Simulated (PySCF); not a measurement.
Species: C₅H₅F₃O₃S.
Cartesian coordinates in Å at the GFN2-xTB level; atoms count from 1:
```
atom  x, y, z in Å
O1     1.444   -1.395   -1.781
S2     1.339   -0.153   -1.090
O3     1.758    1.057   -1.717
C4    -0.273    0.042   -0.393
C5    -0.853    1.194   -0.093
C6    -2.199    0.915    0.493
O7    -2.327   -0.501    0.502
C8    -1.167   -1.107   -0.045
C9     2.370   -0.322    0.494
F10    3.655   -0.502    0.245
F11    2.219    0.778    1.233
F12    1.916   -1.354    1.206
H13   -0.455    2.179   -0.238
H14   -2.284    1.299    1.518
H15   -3.005    1.357   -0.109
H16   -1.430   -1.699   -0.931
H17   -0.714   -1.778    0.696
```

Probes without a nucleus sit at each ring's centroid and 1 Å off its mean plane on both sides; NICS is minus the shielding there, NICSzz its component along the normal. Level: GIAO PBE0/pcSseg-1 (PySCF, non-relativistic, gas phase) on the GFN2-xTB geometry, one conformer.

Ring bond lengths (Å), with Mayer bond orders in brackets: C4–C5 1.324 (1.76), C5–C6 1.494 (1.04), C6–O7 1.422 (0.93), O7–C8 1.419 (0.91), C8–C4 1.496 (0.98).

Give the NICS values of each ring in ppm.

```tsv
ring	type	NICS(0)	NICS(1), two faces	NICS(1)zz, two faces	rms pucker (Å)	centre to ring atoms, mean (Å)
C4–C5–C6–O7–C8	5-membered ring with O; formal bonds 1 double, 4 single	-4.2	-2.0 / -2.0	-2.1 / -2.7	0.00	1.22
```

What can be read from them?

- C4–C5–C6–O7–C8: mean NICS(1)zz -2.4 ppm, near zero. C6, C8 have four or more neighbours, and the NICS criterion for π rings isn't applied.

Give the inner angles of the rings and the Hirshfeld charges of the ring atoms.

- C4–C5–C6–O7–C8: C4 110.7° (-0.045 e), C5 108.7° (-0.010 e), C6 105.6° (+0.015 e), O7 110.4° (-0.149 e), C8 104.5° (0.000 e); sum 540.0° against 540° for a flat convex ring.

How shielded are the nuclei of the rings and their hydrogens (means over atoms taken as equivalent)?

| atoms | environment | σ isotropic (ppm) |
| --- | --- | --- |
| C4 | fully substituted alkene carbon | 41.3 |
| C5 | alkene CH carbon | 31.1 |
| C6 | sp3 carbon bound to oxygen | 104.0 |
| O7 | cyclic ether oxygen | 308.7 |
| C8 | sp3 carbon bound to oxygen | 107.5 |
| H13 | vinylic hydrogen | 24.64 |
| H14 (×2) | methylene hydrogen | 26.34 |
| H16 (×2) | methylene hydrogen | 26.42 |
